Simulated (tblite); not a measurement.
Species: C₉H₄N₂S₂.
SMILES with atom numbers: `[CH:1]#[C:2][c:3]1[cH:4][cH:5][c:6]([CH:7]=[S:8])[c:9]2[n:10][s:11][n:12][c:13]12` (hydrogens: H14 on C1; H15 on C4; H16 on C5; H17 on C7)

Structure optimised with GFN2-xTB, isolated species.

(1) List the bond lengths, angles and torsions at this level.

## Answers

(1) 
| bond | length (Å) | order |
| --- | --- | --- |
| C1≡C2 | 1.202 | triple |
| C2–C3 | 1.408 | single |
| C3–C4 | 1.386 | aromatic |
| C4–C5 | 1.393 | aromatic |
| C5–C6 | 1.390 | aromatic |
| C6–C7 | 1.428 | single |
| C7=S8 | 1.631 | double |
| C6–C9 | 1.421 | aromatic |
| C9–N10 | 1.331 | aromatic |
| N10–S11 | 1.609 | aromatic |
| S11–N12 | 1.603 | aromatic |
| N12–C13 | 1.333 | aromatic |
| C3–C13 | 1.417 | aromatic |
| C9–C13 | 1.438 | aromatic |
| C1–H14 | 1.049 | single |
| C4–H15 | 1.080 | single |
| C5–H16 | 1.080 | single |
| C7–H17 | 1.085 | single |

Orders are formal, as drawn. A selection of angles:
| angle | degrees |
| --- | --- |
| C1–C2–C3 | 179.8 |
| C2–C3–C4 | 122.0 |
| C2–C3–C13 | 120.6 |
| C4–C3–C13 | 117.5 |
| C3–C4–C5 | 122.1 |
| C4–C5–C6 | 122.7 |
| C5–C6–C7 | 123.3 |
| C5–C6–C9 | 116.7 |
| C7–C6–C9 | 120.0 |
| C6–C7–S8 | 125.1 |
| C6–C9–N10 | 127.4 |
| C6–C9–C13 | 120.7 |
| N10–C9–C13 | 111.9 |
| C9–N10–S11 | 108.8 |
| N10–S11–N12 | 98.5 |
| S11–N12–C13 | 108.8 |
| C3–C13–N12 | 127.6 |
| C3–C13–C9 | 120.4 |
| C9–C13–N12 | 112.0 |

Dihedral angles: C5–C6–C7–S8 0° (synperiplanar).

The C–C distances run from 1.202 Å (C1≡C2, drawn triple) to 1.438 Å (C9–C13, aromatic), a spread of 0.236 Å. The 6-membered ring C3–C4–C5–C6–C9–C13 has internal angles of 116.7° to 122.7°; it is planar, 0.00 Å rms from its mean plane, widest ring torsion 0°. Of the pairs four or more bonds apart, S8···H16 is among the closest relative to their van der Waals radii: 2.72 Å, 91 % of the sum of Bondi's values. S11 (ring sulfur) is bent (angle 98.5°). The 5-membered ring C9–N10–S11–N12–C13 has internal angles of 98.5° to 112.0°; it is planar, 0.00 Å rms from its mean plane, widest ring torsion 0°. The 13 heavy atoms lie in one plane (0.001 Å rms).

Point group: Cs (every atom within 0.08 Å of its image). Its GFN2-xTB frequencies are all real (lowest 56 cm⁻¹). The numbers are those of one conformer.

Time: 0.23 s. Hardware: one thread, Arm Neoverse V2 (aarch64), shared host with 96 logical CPUs at a one-minute load of 72. This is the geometry optimisation.

These are computed values.
